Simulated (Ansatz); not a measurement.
Cost and result up the ladder for Ge18NH28, a doped nanocrystal cut from the lattice of germanium (N on a surface site) (47 atoms). Charge 0, multiplicity 2. Geometry: r2SCAN-D4/def2-SVP.

```xyz
47

Ge    0.3483   -3.8987   -1.5250
Ge    1.6050   -1.8211   -4.5912
Ge    3.6258   -1.7031   -1.0800
Ge    0.2135   -0.5822    0.7023
Ge    1.9252    1.6637   -2.2205
Ge   -1.0722    0.5255    5.7542
Ge    0.0273    2.8163    2.6918
N    -1.1992   -0.8996   -2.3875
Ge   -1.7449    2.2712   -0.9484
Ge   -3.1833    0.4966    2.3901
Ge    2.3393   -3.0606   -2.6275
Ge   -0.9849   -1.9801   -0.8764
Ge   -2.4667   -0.8211    4.2958
Ge    1.2395    0.5534   -4.2669
Ge    2.2836    0.1773   -0.3256
Ge   -1.2117    1.3199    1.2296
Ge    0.2476    3.3699   -1.7893
Ge    0.8090    1.5034    4.5758
Ge   -2.4486    0.4851   -2.4427
H    -0.4361   -4.8272   -2.4748
H     0.7037   -4.6990   -0.2571
H     0.2706   -2.4579   -5.0485
H     2.5983   -2.0339   -5.7531
H     4.0555   -2.5721    0.1197
H     4.9022   -1.1854   -1.7743
H     0.5556   -1.3893    1.9753
H     3.2734    2.3757   -2.4979
H    -0.5746   -0.3192    6.9439
H    -1.9343    1.6696    6.3240
H     1.2180    3.4326    1.9319
H    -0.8740    3.9661    3.1833
H    -1.2487   -1.4517   -3.2471
H    -2.9125    3.2751   -0.8168
H    -4.0457   -0.3456    1.4293
H    -4.0358    1.6874    2.8724
H     3.1987   -4.2548   -3.1029
H    -2.3661   -2.3941   -0.2971
H    -1.6631   -2.0326    3.7872
H    -3.6798   -1.3583    5.0811
H     1.8687    1.3279   -5.4600
H     3.0797    0.9740    0.7361
H     0.7452    4.4014   -0.7569
H    -0.0644    4.1205   -3.1006
H     1.7220    0.3831    4.0432
H     1.6413    2.3669    5.5444
H    -3.8540   -0.0235   -2.0319
H    -2.4965    0.9485   -3.9116
```

Ansatz on 11 threads of AMD EPYC 7R13 on a shared host and a whole NVIDIA H100 80GB HBM3. Times are rough, and most runs start from the orbitals of an earlier one. PBE0-D4/def2-TZVP serves as the yardstick here, not as an exact answer. Differences are given only for rows in sets of like size (and for xTB, whose basis is part of the method), since another set adds its own error. Binding counts from free atoms at the same level (Ge triplet, N quartet, H doublet; other spins of the atoms weren't run), without zero-point energy or a counterpoise term.

The 6-31G sets use Cartesian d functions. B3LYP takes the VWN-RPA correlation. Correlated methods freeze 163 core orbitals; core or outer-core shells of Ge are correlated, in sets that lack core-valence functions. The rows differ in basis, and correlated rows in double-zeta sets carry the largest basis error. Single mean-field runs in 6-31G, def2-SVP, def2-TZVP are fitted with def2-universal-jkfit.

Correlated methods converge slowly with the basis, most of all in double-zeta sets.

```tsv
level	functions	wall time	binding energy per atom (eV)	difference from PBE0-D4/def2-TZVP (eV)
PBE-D4/def2-SVP	730	12 s	2.89	–
PBE-D4/def2-TZVP	1063	17 s	2.88	0.00
BLYP-D4/def2-TZVP (with forces)	1063	18 s	2.82	-0.06
HF/6-31G	587	19 s	1.86	–
PBE0-D4/def2-SVP	730	20 s	2.88	–
PBE0-D4/def2-TZVP	1063	21 s	2.88	0.00
r2SCAN-D4/def2-TZVP (with forces)	1063	21 s	2.92	0.04
B3LYP-D4/6-31G	587	24 s	2.81	–
MP2/def2-SVP	730	31 s	2.70	–
```
